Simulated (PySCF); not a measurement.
C₃H₁₃NSi₂, SMILES C(C)([SiH2][SiH2]N)C (GFN2-xTB optimised geometry):

```
19

C      1.877    -0.979     2.813
C      2.302    -0.073     1.662
C      1.883     1.367     1.946
Si     1.573    -0.685     0.000
Si    -0.734    -0.685     0.000
N     -1.240     0.968     0.000
H      2.188    -2.006     2.633
H      2.323    -0.649     3.751
H      0.795    -0.965     2.931
H      3.396    -0.100     1.602
H      2.224     2.031     1.154
H      2.308     1.716     2.887
H      0.800     1.443     2.012
H      2.169     0.161    -1.052
H      2.120    -2.031    -0.234
H     -1.279    -1.467    -1.129
H     -1.392    -1.223     1.198
H     -0.798     1.614    -0.635
H     -2.224     1.176     0.054
```

Computed with PBE/def2-SVP (PySCF 2.14.0).

Question: What are the frontier orbital energies and the dipole moment?

Answer: HOMO-2 -7.13 eV, HOMO-1 -6.61 eV, HOMO -5.64 eV, LUMO -0.64 eV, LUMO+1 -0.23 eV; dipole moment 1.22 D.

Meta-Löwdin charges at PBE/def2-SVP: C1 -0.30, C2 -0.24, C3 -0.30, Si4 0.31, Si5 0.46, N6 -0.66, H7 0.10, H8 0.10, H9 0.10, H10 0.10, H11 0.10, H12 0.09, H13 0.10, H14 -0.08, H15 -0.08, H16 -0.12, H17 -0.09, H18 0.21, H19 0.21.
